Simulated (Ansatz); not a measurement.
All values below come from r2SCAN-D4/def2-SVP in Ansatz (a program for electronic structure). No frequencies were computed at this level.

Ansatz 0.2 input:
```yaml
crystal:
  periodic: [false, false, false]
  atoms:
    - { symbol: Hf, position_ang: [-0.114379, -0.213501, -0.12538] }
    - { symbol: F, position_ang: [0.084503, 1.698437, -0.105777] }
    - { symbol: N, position_ang: [-1.726852, -0.323797, 1.107592] }
    - { symbol: H, position_ang: [-2.007274, 0.620422, 1.386947] }
    - { symbol: H, position_ang: [-1.739704, -0.885333, 1.96019] }
    - { symbol: N, position_ang: [-0.134628, -0.450053, -2.143978] }
    - { symbol: H, position_ang: [0.511794, -1.062723, -2.641952] }
    - { symbol: H, position_ang: [-0.057697, 0.466995, -2.59216] }
    - { symbol: N, position_ang: [1.270405, -1.508589, 0.601495] }
    - { symbol: H, position_ang: [1.785693, -2.114542, -0.038293] }
    - { symbol: H, position_ang: [1.0418, -2.098642, 1.402218] }
basis:
  gaussian: { orbitals: def2-svp }
hamiltonian:
  xc: r2scan
  dispersion: d4
relax:
  max_steps: 150
```

Output:

```
[...]
these checks for a lower state are left out or cut short: starts, cluster_reference, orbital_swaps, neighbouring_geometries, increment
1326 factors; their error is unknown
mean field -8588.10492284 eV, -315.6070346878 hartree, gradient 1.4e-5 eV, S^2 0.000000; 0 other end points of the search recorded, 0 dependent functions left out
reference -8588.10495244 eV, -315.6070357756 hartree; 24, 24 occupied and 94, 94 virtual orbitals, 1326 factors
relax step   4: F+E_penalty+E_count = -8588.15459176 eV  Δ(F+E_penalty+E_count) = -1.638e-1 eV  max|allowed force component| = 5.088e-1 eV/Å  Δτ_max = 0.2000 Å  (35 SCF iters, accepted)
these checks for a lower state are left out or cut short: starts, cluster_reference, orbital_swaps, neighbouring_geometries, increment
1326 factors; their error is unknown
mean field -8588.17298231 eV, -315.6095358272 hartree, gradient 1.5e-5 eV, S^2 0.000000; 0 other end points of the search recorded, 0 dependent functions left out
reference -8588.17301305 eV, -315.6095369567 hartree; 24, 24 occupied and 94, 94 virtual orbitals, 1326 factors
relax step   5: F+E_penalty+E_count = -8588.22279396 eV  Δ(F+E_penalty+E_count) = -6.820e-2 eV  max|allowed force component| = 2.283e-1 eV/Å  Δτ_max = 0.2000 Å  (35 SCF iters, accepted)
these checks for a lower state are left out or cut short: starts, cluster_reference, orbital_swaps, neighbouring_geometries, increment
1326 factors; their error is unknown
mean field -8588.19947445 eV, -315.6105093953 hartree, gradient 1.5e-5 eV, S^2 0.000000; 0 other end points of the search recorded, 0 dependent functions left out
reference -8588.19950590 eV, -315.6105105511 hartree; 24, 24 occupied and 94, 94 virtual orbitals, 1326 factors
relax step   6: F+E_penalty+E_count = -8588.24948066 eV  Δ(F+E_penalty+E_count) = -2.669e-2 eV  max|allowed force component| = 2.992e-1 eV/Å  Δτ_max = 0.2000 Å  (34 SCF iters, accepted)
these checks for a lower state are left out or cut short: starts, cluster_reference, orbital_swaps, neighbouring_geometries, increment
1326 factors; their error is unknown
mean field evaluation 64: about -8588.1687 eV, gradient 3.5e-1 eV
mean field -8588.16886218 eV, -315.6093844153 hartree, gradient 1.6e-5 eV, S^2 0.000000; 0 other end points of the search recorded, 0 dependent functions left out
reference -8588.16889384 eV, -315.6093855786 hartree; 24, 24 occupied and 94, 94 virtual orbitals, 1326 factors
relax step   7: F+E_penalty+E_count = -8588.21877662 eV  Δ(F+E_penalty+E_count) = +3.070e-2 eV  max|allowed force component| = 1.104e0 eV/Å  Δτ_max = 0.1951 Å  (35 SCF iters, rejected (line search))
these checks for a lower state are left out or cut short: starts, cluster_reference, orbital_swaps, neighbouring_geometries, increment
1326 factors; their error is unknown
mean field -8588.22124850 eV, -315.6113095771 hartree, gradient 1.9e-5 eV, S^2 0.000000; 0 other end points of the search recorded, 0 dependent functions left out
reference -8588.22127997 eV, -315.6113107334 hartree; 24, 24 occupied and 94, 94 virtual orbitals, 1326 factors
relax step   8: F+E_penalty+E_count = -8588.27126327 eV  Δ(F+E_penalty+E_count) = -2.178e-2 eV  max|allowed force component| = 1.573e-1 eV/Å  Δτ_max = 0.0975 Å  (28 SCF iters, accepted)
these checks for a lower state are left out or cut short: starts, cluster_reference, orbital_swaps, neighbouring_geometries, increment
1326 factors; their error is unknown
mean field -8588.23245218 eV, -315.6117213048 hartree, gradient 1.9e-5 eV, S^2 0.000000; 0 other end points of the search recorded, 0 dependent functions left out
reference -8588.23248372 eV, -315.6117224636 hartree; 24, 24 occupied and 94, 94 virtual orbitals, 1326 factors
relax step   9: F+E_penalty+E_count = -8588.28246281 eV  Δ(F+E_penalty+E_count) = -1.120e-2 eV  max|allowed force component| = 8.530e-2 eV/Å  Δτ_max = 0.1000 Å  (28 SCF iters, accepted)
these checks for a lower state are left out or cut short: starts, cluster_reference, orbital_swaps, neighbouring_geometries, increment
1326 factors; their error is unknown
mean field -8588.23707374 eV, -315.6118911438 hartree, gradient 1.4e-5 eV, S^2 0.000000; 0 other end points of the search recorded, 0 dependent functions left out
reference -8588.23710522 eV, -315.6118923008 hartree; 24, 24 occupied and 94, 94 virtual orbitals, 1326 factors
relax step  10: F+E_penalty+E_count = -8588.28729524 eV  Δ(F+E_penalty+E_count) = -4.832e-3 eV  max|allowed force component| = 2.847e-1 eV/Å  Δτ_max = 0.1500 Å  (35 SCF iters, accepted)
these checks for a lower state are left out or cut short: starts, cluster_reference, orbital_swaps, neighbouring_geometries, increment
1326 factors; their error is unknown
mean field evaluation 96: about -8588.2224 eV, gradient 1.2e-3 eV
mean field -8588.22243753 eV, -315.6113532730 hartree, gradient 1.4e-5 eV, S^2 0.000000; 0 other end points of the search recorded, 0 dependent functions left out
reference -8588.22246901 eV, -315.6113544299 hartree; 24, 24 occupied and 94, 94 virtual orbitals, 1326 factors
relax step  11: F+E_penalty+E_count = -8588.27240573 eV  Δ(F+E_penalty+E_count) = +1.489e-2 eV  max|allowed force component| = 5.854e-1 eV/Å  Δτ_max = 0.2000 Å  (34 SCF iters, rejected (line search))
these checks for a lower state are left out or cut short: starts, cluster_reference, orbital_swaps, neighbouring_geometries, increment
1326 factors; their error is unknown
mean field -8588.24626135 eV, -315.6122287824 hartree, gradient 1.4e-5 eV, S^2 0.000000; 0 other end points of the search recorded, 0 dependent functions left out
reference -8588.24629279 eV, -315.6122299377 hartree; 24, 24 occupied and 94, 94 virtual orbitals, 1326 factors
relax step  12: F+E_penalty+E_count = -8588.29635808 eV  Δ(F+E_penalty+E_count) = -9.063e-3 eV  max|allowed force component| = 6.197e-2 eV/Å  Δτ_max = 0.1000 Å  (29 SCF iters, accepted)
these checks for a lower state are left out or cut short: starts, cluster_reference, orbital_swaps, neighbouring_geometries, increment
1326 factors; their error is unknown
mean field -8588.25112990 eV, -315.6124076981 hartree, gradient 1.6e-5 eV, S^2 0.000000; 0 other end points of the search recorded, 0 dependent functions left out
reference -8588.25116133 eV, -315.6124088530 hartree; 24, 24 occupied and 94, 94 virtual orbitals, 1326 factors
relax step  13: F+E_penalty+E_count = -8588.30113811 eV  Δ(F+E_penalty+E_count) = -4.780e-3 eV  max|allowed force component| = 2.020e-1 eV/Å  Δτ_max = 0.0979 Å  (28 SCF iters, accepted)
these checks for a lower state are left out or cut short: starts, cluster_reference, orbital_swaps, neighbouring_geometries, increment
1326 factors; their error is unknown
mean field -8588.25474262 eV, -315.6125404632 hartree, gradient 1.7e-5 eV, S^2 0.000000; 0 other end points of the search recorded, 0 dependent functions left out
reference -8588.25477398 eV, -315.6125416157 hartree; 24, 24 occupied and 94, 94 virtual orbitals, 1326 factors
relax step  14: F+E_penalty+E_count = -8588.30465197 eV  Δ(F+E_penalty+E_count) = -3.514e-3 eV  max|allowed force component| = 3.809e-1 eV/Å  Δτ_max = 0.1463 Å  (29 SCF iters, accepted)
these checks for a lower state are left out or cut short: starts, cluster_reference, orbital_swaps, neighbouring_geometries, increment
1326 factors; their error is unknown
mean field -8588.27152337 eV, -315.6131571442 hartree, gradient 1.4e-5 eV, S^2 0.000000; 0 other end points of the search recorded, 0 dependent functions left out
reference -8588.27155454 eV, -315.6131582897 hartree; 24, 24 occupied and 94, 94 virtual orbitals, 1326 factors
relax step  15: F+E_penalty+E_count = -8588.32171337 eV  Δ(F+E_penalty+E_count) = -1.706e-2 eV  max|allowed force component| = 4.727e-1 eV/Å  Δτ_max = 0.1451 Å  (34 SCF iters, accepted)
these checks for a lower state are left out or cut short: starts, cluster_reference, orbital_swaps, neighbouring_geometries, increment
1326 factors; their error is unknown
mean field evaluation 128: about -8587.9072 eV, gradient 2.3e1 eV
mean field -8588.29991512 eV, -315.6142005217 hartree, gradient 1.4e-5 eV, S^2 0.000000; 0 other end points of the search recorded, 0 dependent functions left out
reference -8588.29994622 eV, -315.6142016647 hartree; 24, 24 occupied and 94, 94 virtual orbitals, 1326 factors
relax step  16: F+E_penalty+E_count = -8588.34998878 eV  Δ(F+E_penalty+E_count) = -2.828e-2 eV  max|allowed force component| = 1.105e-1 eV/Å  Δτ_max = 0.2000 Å  (34 SCF iters, accepted)
these checks for a lower state are left out or cut short: starts, cluster_reference, orbital_swaps, neighbouring_geometries, increment
1326 factors; their error is unknown
mean field -8588.30318739 eV, -315.6143207756 hartree, gradient 1.4e-5 eV, S^2 0.000000; 0 other end points of the search recorded, 0 dependent functions left out
reference -8588.30321846 eV, -315.6143219175 hartree; 24, 24 occupied and 94, 94 virtual orbitals, 1326 factors
relax step  17: F+E_penalty+E_count = -8588.35339843 eV  Δ(F+E_penalty+E_count) = -3.410e-3 eV  max|allowed force component| = 3.494e-1 eV/Å  Δτ_max = 0.1998 Å  (34 SCF iters, accepted)
these checks for a lower state are left out or cut short: starts, cluster_reference, orbital_swaps, neighbouring_geometries, increment
1326 factors; their error is unknown
mean field -8588.30513675 eV, -315.6143924132 hartree, gradient 1.2e-5 eV, S^2 0.000000; 0 other end points of the search recorded, 0 dependent functions left out
reference -8588.30516793 eV, -315.6143935592 hartree; 24, 24 occupied and 94, 94 virtual orbitals, 1326 factors
relax step  18: F+E_penalty+E_count = -8588.35528689 eV  Δ(F+E_penalty+E_count) = -1.888e-3 eV  max|allowed force component| = 4.326e-1 eV/Å  Δτ_max = 0.0311 Å  (28 SCF iters, accepted)
these checks for a lower state are left out or cut short: starts, cluster_reference, orbital_swaps, neighbouring_geometries, increment
1326 factors; their error is unknown
mean field -8588.28333013 eV, -315.6135910349 hartree, gradient 1.4e-5 eV, S^2 0.000000; 0 other end points of the search recorded, 0 dependent functions left out
reference -8588.28336128 eV, -315.6135921793 hartree; 24, 24 occupied and 94, 94 virtual orbitals, 1326 factors
relax step  19: F+E_penalty+E_count = -8588.33350197 eV  Δ(F+E_penalty+E_count) = +2.178e-2 eV  max|allowed force component| = 1.107e0 eV/Å  Δτ_max = 0.1951 Å  (35 SCF iters, rejected (line search))
these checks for a lower state are left out or cut short: starts, cluster_reference, orbital_swaps, neighbouring_geometries, increment
1326 factors; their error is unknown
mean field evaluation 160: about -8588.4011 eV, gradient 1.4e-1 eV
mean field -8588.31287748 eV, -315.6146768799 hartree, gradient 1.5e-5 eV, S^2 0.000000; 0 other end points of the search recorded, 0 dependent functions left out
reference -8588.31290866 eV, -315.6146780257 hartree; 24, 24 occupied and 94, 94 virtual orbitals, 1326 factors
relax step  20: F+E_penalty+E_count = -8588.36303218 eV  Δ(F+E_penalty+E_count) = -7.745e-3 eV  max|allowed force component| = 2.387e-2 eV/Å  Δτ_max = 0.0621 Å  (28 SCF iters, accepted)
these checks for a lower state are left out or cut short: starts, cluster_reference, orbital_swaps, neighbouring_geometries, increment
1326 factors; their error is unknown
mean field -8588.31323139 eV, -315.6146898858 hartree, gradient 1.3e-5 eV, S^2 0.000000; 0 other end points of the search recorded, 0 dependent functions left out
reference -8588.31326254 eV, -315.6146910304 hartree; 24, 24 occupied and 94, 94 virtual orbitals, 1326 factors
relax step  21: F+E_penalty+E_count = -8588.36340902 eV  Δ(F+E_penalty+E_count) = -3.768e-4 eV  max|allowed force component| = 2.835e-2 eV/Å  Δτ_max = 0.0255 Å  (29 SCF iters, accepted)
these checks for a lower state are left out or cut short: starts, cluster_reference, orbital_swaps, neighbouring_geometries, increment
1326 factors; their error is unknown
mean field -8588.31329929 eV, -315.6146923811 hartree, gradient 1.4e-5 eV, S^2 0.000000; 0 other end points of the search recorded, 0 dependent functions left out
reference -8588.31333045 eV, -315.6146935262 hartree; 24, 24 occupied and 94, 94 virtual orbitals, 1326 factors
relax step  22: F+E_penalty+E_count = -8588.36347801 eV  Δ(F+E_penalty+E_count) = -6.898e-5 eV  max|allowed force component| = 1.253e-3 eV/Å  Δτ_max = 0.0048 Å  (30 SCF iters, accepted)
1326 factors; their error is unknown
mean field evaluation 192: about -8588.4016 eV, gradient 3.3e-1 eV
mean field -8588.31329929 eV, -315.6146923811 hartree, gradient 1.4e-5 eV, S^2 0.000000; 1 other end points of the search recorded, 0 dependent functions left out
reference -8588.31333045 eV, -315.6146935262 hartree; 24, 24 occupied and 94, 94 virtual orbitals, 1326 factors
Total energy: -8588.36350916 eV, -315.6165375599 hartree
Atom 0 at     0.114057    -0.042029    -0.054788 Å, force    -0.000075    -0.000923    -0.000543 eV/Å
Atom 1 at     0.880700     1.729356     0.137012 Å, force     0.000016     0.000384    -0.000000 eV/Å
Atom 2 at    -1.646480    -0.214911     0.968035 Å, force     0.000283     0.000024     0.000402 eV/Å
Atom 3 at    -1.825408     0.170642     1.895758 Å, force    -0.000992     0.000126     0.000733 eV/Å
Atom 4 at    -2.521552    -0.603741     0.620492 Å, force     0.000194     0.000051    -0.000176 eV/Å
Atom 5 at    -0.275653    -0.485890    -2.010997 Å, force    -0.000272     0.000208     0.000457 eV/Å
Atom 6 at    -0.032270    -1.342845    -2.505080 Å, force     0.000079    -0.000019     0.000244 eV/Å
Atom 7 at    -0.666087     0.164954    -2.693114 Å, force    -0.000257     0.000306    -0.001253 eV/Å
Atom 8 at     1.371556    -1.487858     0.655059 Å, force     0.000824     0.000600    -0.000334 eV/Å
Atom 9 at     2.382839    -1.502636     0.519210 Å, force     0.000631    -0.000862     0.000577 eV/Å
Atom 10 at     1.131958    -2.256367     1.279317 Å, force    -0.000431     0.000106    -0.000107 eV/Å
Dipole moment:    -0.176122    -0.407011    -0.044014 e Å
```

Cost: around 2.2 core-minutes (rough).
